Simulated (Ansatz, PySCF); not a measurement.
System: difluoro(methyl)borane, CH$_{3}$BF$_{2}$, net charge 0, singlet state. 
Geometry from a B3LYP-D3(BJ)/def2-TZVP (Ansatz, a program for electronic structure) optimisation:
```
C
H 1 1.0887
H 1 1.0934 2 108.80
H 1 1.0936 2 108.72 3 115.04
B 1 1.5573 2 112.83 4 122.39
F 5 1.3269 1 122.80 2 -0.71
F 5 1.3282 6 115.79 1 179.94
```

Dipole moments at this geometry, in debye (magnitudes).

```
level                program  dipole (D)
-------------------  -------  ----------
SVWN5/def2-TZVPD      Ansatz        1.69
PBE/def2-TZVPD        Ansatz        1.61
BLYP/def2-TZVPD       Ansatz        1.61
revPBE/def2-TZVPD     Ansatz        1.59
r2SCAN/def2-TZVPD     Ansatz        1.67
B97M-V/def2-TZVPD     Ansatz        1.67
PBE0/def2-TZVPD       Ansatz        1.71
BHLYP/def2-TZVPD      Ansatz        1.79
M06-2X/def2-TZVPD      PySCF        1.75
HSE06/def2-TZVPD      Ansatz        1.71
LC-wPBE/def2-TZVPD    Ansatz        1.72
wB97M-V/def2-TZVPD    Ansatz        1.68
CCSD(T)/aug-cc-pVDZ   Ansatz           …
```

Problem. Complete the blanks.

Solution. 
- CCSD(T)/aug-cc-pVDZ, dipole (D): 1.64
